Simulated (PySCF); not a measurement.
C₃H₆BrFO.
Numbering: `[CH3:1][C@@H:2]([OH:3])[C@H:4]([F:5])[Br:6]` (hydrogens: H7, H8, H9 on C1; H10 on C2; H11 on O3; H12 on C4)

Method: PBE0-D3(BJ)/def2-SVP geometry optimisation, gas phase in PySCF 2.14.0; density fitting, grid level 1; the optimiser is geomeTRIC in internal coordinates, started from a GFN2-xTB structure.

Step 0: E = -77988.0006 eV
```
atom  x, y, z in Å  |  force x, y, z in eV/Å
C1     -1.2951    0.3110    0.0562    0.516  -0.308   0.355
C2      0.0349   -0.3220    0.4512   -0.145   0.085  -0.667
O3      0.0476   -1.7071    0.2286    0.097  -0.084   0.001
C4      1.2140    0.3051   -0.3102    0.240  -0.137   0.568
F5      2.3859   -0.1921    0.1401   -0.131  -0.107   0.027
Br6     1.2835    2.2476   -0.0900   -0.025  -0.020  -0.071
H7     -2.1026   -0.2544    0.5148   -0.306  -0.250   0.146
H8     -1.3581    1.3398    0.3971   -0.058   0.417   0.048
H9     -1.4209    0.2902   -1.0261   -0.101   0.022  -0.440
H10     0.2184   -0.2031    1.5249    0.106   0.166   0.156
H11    -0.2492   -1.8943   -0.6706   -0.010   0.117   0.050
H12     1.1619    0.1080   -1.3889   -0.183   0.098  -0.173
```

Step 1: E = -77988.0183 eV
```
atom  x, y, z in Å  |  force x, y, z in eV/Å
C1     -1.2951    0.2927    0.0334   -0.126   0.006  -0.032
C2      0.0455   -0.2767    0.4459    0.138  -0.204   0.162
O3      0.0877   -1.6730    0.2878   -0.049   0.004   0.011
C4      1.2312    0.3047   -0.3146   -0.119  -0.023  -0.132
F5      2.3688   -0.3095    0.0521   -0.006   0.111   0.033
Br6     1.3950    2.2260   -0.0060    0.030  -0.008   0.000
H7     -2.0722   -0.3775    0.4318   -0.021   0.102   0.009
H8     -1.4692    1.3053    0.4214    0.052   0.002  -0.025
H9     -1.4031    0.3277   -1.0651    0.018  -0.025   0.026
H10     0.2222   -0.0903    1.5205    0.014  -0.006  -0.075
H11    -0.2833   -1.8895   -0.5750    0.010  -0.010  -0.031
H12     1.0929    0.1888   -1.4051    0.059   0.050   0.056
```

Step 2: E = -77988.0278 eV
```
atom  x, y, z in Å  |  force x, y, z in eV/Å
C1     -1.2909    0.2931    0.0345   -0.042  -0.014   0.015
C2      0.0462   -0.2944    0.4468    0.008  -0.109  -0.018
O3      0.0811   -1.6908    0.2861   -0.011   0.083  -0.006
C4      1.2241    0.3032   -0.3165   -0.054   0.009  -0.001
F5      2.3731   -0.2823    0.0587    0.021  -0.011   0.015
Br6     1.3626    2.2252   -0.0016    0.017   0.057   0.001
H7     -2.0885   -0.3432    0.4443   -0.007   0.032   0.023
H8     -1.4322    1.3157    0.4081    0.029   0.012  -0.028
H9     -1.3988    0.3165   -1.0636   -0.001  -0.025   0.001
H10     0.2292   -0.1049    1.5175    0.012  -0.031  -0.004
H11    -0.2851   -1.9048   -0.5799    0.014   0.007  -0.006
H12     1.0996    0.1953   -1.4073    0.014  -0.011   0.008
```

Problem. Estimate the geometry and energy of step 3. (The exact step hangs on the optimiser's Hessian estimate; all steps are aligned on step 2, rigid shifts and turns removed.)

Solution. E = -77988.0313 eV, largest force 0.068 eV/Å
```
atom  x, y, z in Å  |  force x, y, z in eV/Å
C1     -1.2926    0.2913    0.0365    0.023  -0.009   0.035
C2      0.0443   -0.3033    0.4455   -0.043   0.025  -0.046
O3      0.0791   -1.6964    0.2788   -0.002   0.034  -0.029
C4      1.2203    0.3039   -0.3144    0.011   0.041   0.040
F5      2.3718   -0.2731    0.0677    0.012  -0.023   0.005
Br6     1.3532    2.2309    0.0011   -0.002  -0.013  -0.008
H7     -2.0993   -0.3190    0.4662    0.006  -0.001   0.025
H8     -1.4094    1.3239    0.3897    0.010   0.018  -0.027
H9     -1.4078    0.2950   -1.0607   -0.013  -0.025  -0.007
H10     0.2326   -0.1167    1.5150   -0.007  -0.030   0.030
H11    -0.2773   -1.9046   -0.5927    0.010  -0.004  -0.001
H12     1.1056    0.1968   -1.4055   -0.005  -0.011  -0.017
```

The energy changes by -0.0035 eV. The first-order estimate −F·Δx gives -0.0050 eV and the mean of the old and new forces, exact on a quadratic surface, -0.0035 eV. The step makes an angle of 63° with the force vector and moves no atom by more than 0.034 Å.

What follows is the cost of the whole optimisation. Hardware: an Arm Neoverse V1 with one thread (shared host). Cost: 44 s, 0.59 GiB resident at most.
